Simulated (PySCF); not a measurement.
A series of octahedral complexes of Different ions with Cl ligands

All values are computed with PySCF: state-averaged CASSCF of the d shell with SC-NEVPT2, spin-free X2C, triple-zeta basis on the metal and double-zeta on the ligands, mean-field spin-orbit coupling; DFT geometries.

| complex | point group | M–L / Å | L–M–L / ° (cis) | solvent |
| --- | --- | --- | --- | --- |
| [VCl6]4- | Oh | 2.60 | 90 | water |
| [NbCl6]2- | D2h | 2.42–2.44 | 89–91 | water |
| [MoCl6]2- | Oh | 2.40 | 90 | water |
| [FeCl6]4- | Oh | 2.59 | 90 | water |
| [CrCl6]3- | Oh | 2.40 | 90 | water |
| [NiCl6]4- | Oh | 2.54 | 90 | water |
| [MnCl6]3- | D4h | 2.35–2.63 | 90 | water |
| [MnCl6]4- | Oh | 2.62 | 90 | water |
| [VCl6]2- | Oh | 2.32 | 90 | water |
| [VCl6]3- | Oh | 2.42 | 90 | water |

For [NbCl6]2-, [MoCl6]2-, [VCl6]2- the d shell alone is too small an active space: their values show what this model gives and aren't sound predictions.

What are the ground states and moments?


```
  complex  shell  ground state (NEVPT2)  total orbital splitting (CASSCF fit) / cm⁻¹  μeff(300 K) / μB
 [VCl6]4-     d3                   4A2g                                         6407              3.85
[NbCl6]2-     d1       2B2g (from 2T2g)                                        24265              1.16
[MoCl6]2-     d2                   3T1g                                        23781              1.82
[FeCl6]4-     d6                   5T2g                                         3918              5.76
[CrCl6]3-     d3                   4A2g                                        10311              3.83
[NiCl6]4-     d8                   3A2g                                         3417              3.58
[MnCl6]3-     d4        5B1g (from 5Eg)                                        12197              4.88
[MnCl6]4-     d5                   6A1g                                         4171              5.92
 [VCl6]2-     d1                   2T2g                                        17025              1.73
 [VCl6]3-     d2                   3T1g                                        10583              2.71
```

In [NbCl6]2- the next state lies within 300 cm⁻¹ of the lowest, inside the method's error, so which of them is lowest is undecided.

In [NbCl6]2-, [MnCl6]3- the symmetry is lower than cubic, so the total splitting isn't 10Dq alone: it holds the effect of the lower symmetry too.
